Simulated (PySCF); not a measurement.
Two species compared at the same levels of theory.

First species: C₈H₁₀O₂.
Numbering: `[CH3:1][O:2][CH2:3][c:4]1[cH:5][cH:6][c:7]([OH:8])[cH:9][cH:10]1` (hydrogens: H11, H12, H13 on C1; H14, H15 on C3; H16 on C5; H17 on C6; H18 on O8; H19 on C9; H20 on C10)

Second species: C6H3ClF4O.
Cartesian coordinates in Å at the GFN2-xTB level; atoms count from 1:
```xyz
15
C6H3ClF4O angstrom
C     -3.1674   -0.2302    0.2153
O     -2.0125   -0.5855   -0.5399
C     -0.9209    0.1680   -0.3318
F     -1.1481    1.5109   -0.3031
C      0.2930   -0.2908   -0.1434
C      1.2975   -1.3462   -0.1081
Cl     1.5820   -2.9689   -0.1439
C      1.7597   -0.1039   -0.0482
C      2.8860    0.8404    0.0290
F      4.0407    0.2082    0.2869
F      2.7206    1.7560    0.9929
F      3.0652    1.5162   -1.1170
H     -3.9508   -0.9085   -0.1135
H     -2.9851   -0.3596    1.2857
H     -3.4643    0.8021    0.0170
```

Levels: PBE0/pcSseg-1 for dipole moment, HOMO energy, LUMO energy and HOMO–LUMO gap; GFN2-xTB for rotational constant A and rotational constant C. Geometries: GFN2-xTB. Each structure is a single optimised conformer of the isolated species, non-relativistic unless stated; the electronic structure was computed with PySCF and density fitting.

The conformers computed, where there is a choice (atom-mapped SMILES and torsion angles):
- `[CH3:1][O:2][CH2:3][c:4]1[cH:5][cH:6][c:7]([OH:8])[cH:9][cH:10]1`: C1–O2–C3–C4 67°, O2–C3–C4–C5 48°, H–O8–C7–C6 1°
- `[CH3:1][O:2]/[C:3]([F:4])=[C:5]1[C:6]([Cl:7])=[C:8]\1[C:9]([F:10])([F:11])[F:12]`: C1–O2–C3–F4 -45°, C6–C8–C9–F10 -11°

Values for the first species:

- Dipole moment: 0.98 D
- HOMO energy: -6.50 eV
- LUMO energy: -0.31 eV
- HOMO–LUMO gap: 6.19 eV
- Rotational constant A: 3.390 GHz
- Rotational constant C: 0.681 GHz

Q: Estimate the same properties for the second species, and the change in each.

A: 
| property | first | second | second less first |
| --- | --- | --- | --- |
| dipole moment | 0.98 D | 2.84 D | +1.86 D |
| HOMO energy | -6.50 eV | -6.21 eV | +0.29 eV |
| LUMO energy | -0.31 eV | -1.63 eV | -1.32 eV |
| HOMO–LUMO gap | 6.19 eV | 4.58 eV | -1.61 eV |
| rotational constant A | 3.390 GHz | 0.948 GHz | -2.442 GHz |
| rotational constant C | 0.681 GHz | 0.356 GHz | -0.325 GHz |

On the first: The dipole equals about 3.3 × 10⁻³⁰ C·m (1 D = 3.33564 × 10⁻³⁰ C·m).

On the second: The dipole matches unit charges of opposite sign 0.59 Å apart (1 e·Å = 4.8032 D).
